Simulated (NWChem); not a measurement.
System: AlHOIF; SMILES [OH][Al]([F])[I]

Input file for NWChem:

```
start job
memory heap 200 mb stack 900 mb global 1100 mb
geometry units angstroms noautoz
  Al     0.109189    -1.318668     0.000000
  F     -1.227362    -2.299634     0.000000
  I     -0.168468     1.102579     0.000000
  O      1.662745    -1.971296     0.000000
  H      1.879917    -2.905291     0.000000
end
basis spherical
  Al library def2-svp
  F library def2-svp
  I library def2-svp
  O library def2-svp
  H library def2-svp
end
ecp
  I library def2-ecp
end
dft
  xc mn15
  grid coarse
  iterations 150
  mulliken
end
task dft gradient
```

Parts of the log:

```
             Northwest Computational Chemistry Package (NWChem) 7.3.0
             --------------------------------------------------------

 CS  symmetry detected

                             Geometry "geometry" -> ""
                             -------------------------

 Output coordinates in angstroms (scale by  1.889725989 to convert to a.u.)

  No.       Tag          Charge          X              Y              Z
 ---- ---------------- ---------- -------------- -------------- --------------
    1 Al                  13.0000     0.01192591    -1.34977996     0.00000000
    2 F                    9.0000    -1.41759452    -2.18950267     0.00000000
    3 I                   53.0000    -0.01765878     1.08715565     0.00000000
    4 O                    8.0000     1.49092481    -2.15725865     0.00000000
    5 H                    1.0000     1.61183054    -3.10851684     0.00000000

 Effective nuclear repulsion energy (a.u.)     381.3005956769

      Symmetry information
      --------------------

 Group name             Cs
 Group number              2
 Group order               2
 No. of unique centers     5

                                 NWChem DFT Module
                                 -----------------

 Summary of "ao basis" -> "ao basis" (spherical)
 ------------------------------------------------------------------------------
       Tag                 Description            Shells   Functions and Types
 ---------------- ------------------------------  ------  ---------------------
 Al                         def2-svp                 8       18   4s3p1d
 F                          def2-svp                 6       14   3s2p1d
 I                          def2-svp                10       26   4s4p2d
 O                          def2-svp                 6       14   3s2p1d
 H                          def2-svp                 3        5   2s1p

      Symmetry analysis of basis
      --------------------------

        a'         55
        a"         22

            General Information
            -------------------
          SCF calculation type: DFT
          Wavefunction type:  closed shell.
          No. of atoms     :     5
          No. of electrons :    56
           Alpha electrons :    28
            Beta electrons :    28
          Charge           :     0
          Spin multiplicity:     1
          Use of symmetry is: on ; symmetry adaption is: on
          Maximum number of iterations: 150
          AO basis - number of functions:    77
                     number of shells:    33
          Convergence on energy requested:  1.00D-06
          Convergence on density requested:  1.00D-05
          Convergence on gradient requested:  5.00D-04

              XC Information
              --------------
                         MN15 Method XC Functional
                     Hartree-Fock (Exact) Exchange  0.440
                          MN15 Exchange Functional  1.000
                        MN15 Correlation Potential  1.000

             Grid Information
             ----------------
          Grid used for XC integration:  coarse
          Radial quadrature: Mura-Knowles
          Angular quadrature: Lebedev.
          Tag              B.-S. Rad. Rad. Pts. Rad. Cut. Ang. Pts.
          ---              ---------- --------- --------- ---------
          Al                  1.25       70           8.0       302
          F                   0.50       35          10.0       302
          I                   1.40      104          11.0       302
          O                   0.60       35          10.0       302
          H                   0.35       35          11.0       302
          Grid pruning is: on
          Number of quadrature shells:   279
          Spatial weights used:  Erf1

      Superposition of Atomic Density Guess
      -------------------------------------

 Sum of atomic energies:        -763.40148133

      Non-variational initial energy
      ------------------------------

 Total energy =    -713.456312
 1-e energy   =   -1551.649813
 2-e energy   =     609.775304
 HOMO         =      -0.366836
 LUMO         =      -0.044986

      Symmetry analysis of molecular orbitals - initial
      -------------------------------------------------

  Numbering of irreducible representations:

     1 a'          2 a"

  Orbital symmetries:

     1 a'          2 a'          3 a'          4 a'          5 a'
     6 a'          7 a"          8 a'          9 a'         10 a'
    11 a"         12 a'         13 a'         14 a"         15 a'
    16 a"         17 a'         18 a'         19 a'         20 a'
    21 a'         22 a'         23 a"         24 a'         25 a"
    26 a'         27 a"         28 a'         29 a'         30 a"
    31 a'         32 a'         33 a'         34 a'         35 a'
    36 a"         37 a'         38 a'

     ---------------------------------------------
      Total Density - Mulliken Population Analysis
     ---------------------------------------------

[...]

                         DFT ENERGY GRADIENTS

    atom               coordinates                        gradient
                 x          y          z           x          y          z
   1 Al      0.022537  -2.550714   0.000000   -0.002082  -0.001230   0.000000
   2 F      -2.678865  -4.137560   0.000000   -0.000968  -0.000086   0.000000
   3 I      -0.033370   2.054426   0.000000    0.000218   0.001023   0.000000
   4 O       2.817439  -4.076628   0.000000    0.004919  -0.003749   0.000000
   5 H       3.045918  -5.874245   0.000000   -0.002086   0.004043   0.000000
```

Level: MN15/def2-SVP with def2 effective core potentials on I. All runs use the structure optimised with PBE0/def2-SVP. def2 effective core potentials on I; no spin-orbit coupling.
